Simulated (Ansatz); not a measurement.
A trace of molecular dynamics of F4H2W (7 atoms, charge 0, multiplicity 1).

These are results of Ansatz 0.2.0, RKS BLYP-D4/def2-SVP, not measurements.

| Item | Value |
| --- | --- |
| ensemble | NVT, Nosé–Hoover chain |
| set temperature | 400 K |
| thermostat | time constant 1 fs, chain length 1 |
| seed | 6186 |

```csv
time (fs),T (K),potential energy less start (eV),conserved less start (meV/atom)
0,400,0.000,0.00
5,423,-0.008,0.06
10,401,-0.280,0.00
15,395,-0.617,-0.03
20,388,-0.881,-0.10
25,394,-0.930,-0.09
30,403,-0.857,-0.07
35,401,-0.825,-0.08
40,409,-0.804,-0.06
45,405,-0.848,-0.06
50,399,-0.999,-0.07
55,394,-1.133,-0.10
60,393,-1.137,-0.10
65,404,-1.051,-0.07
70,400,-1.053,-0.08
75,402,-1.103,-0.09
80,401,-1.126,-0.09
85,399,-1.104,-0.09
90,398,-1.014,-0.08
95,393,-0.866,-0.07
100,407,-0.748,-0.04
105,398,-0.824,-0.08
110,397,-0.881,-0.09
115,406,-0.847,-0.07
120,398,-0.809,-0.08
125,405,-0.741,-0.05
```

Problem. Can this run be trusted? Judge the integration.

Solution. The conserved energy stayed within 0.11 meV per atom of its start (net change -0.051 meV per atom), so the integration is sound. A run of 0.12 ps of so small a system gives no equilibrium averages. The time step was 0.5 fs.

The run took 6.5 min on 2 threads of Intel(R) Xeon(R) CPU @ 2.60GHz (Ice Lake), on a shared host, peak memory 0.2 GiB.
